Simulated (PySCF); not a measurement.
# Working out the ionisation energy of Se⁺

Se⁺ [Ar] 3d10 4s2 4p3 (4S) → Se²⁺ [Ar] 3d10 4s2 4p2 (3P). All numbers are calculated (PySCF 2.14, scalar relativity by spin-free X2C-1e, in ANO-RCC-VTZP (6s5p3d1f, 43 functions)). Frozen: [Ne]. Energies in hartree (1 hartree = 27.21139 eV):

```tsv
part	Se⁺ (lower)	Se²⁺ (upper)
UHF	-2427.756757	-2426.990299
MP2 opposite-spin	-0.102161	-0.093159
MP2 same-spin	-0.049373	-0.037004
```

Problem. What does Hartree-Fock give?

Solution. (-2426.990299) − (-2427.756757) = 0.766458 hartree = 20.856 eV.

Problem. What do MP2 and SCS-MP2 (6/5 opposite-spin, 1/3 same-spin) give?

Solution. The opposite-spin parts differ by 0.245 eV and the same-spin parts by 0.337 eV. MP2: 20.856 + (0.245) + (0.337) = 21.438 eV. SCS-MP2: 20.856 + 1.2 × (0.245) + (0.337)/3 = 21.262 eV.

A first-order spin-orbit estimate adds -0.289 eV to MP2 (valence and next inner shell), giving 21.149 eV against 21.196 ± 0.01 eV (measured; NIST Atomic Spectra Database, ionization energies).

What remains against the reference includes basis incompleteness, the frozen core and correlation beyond second order.
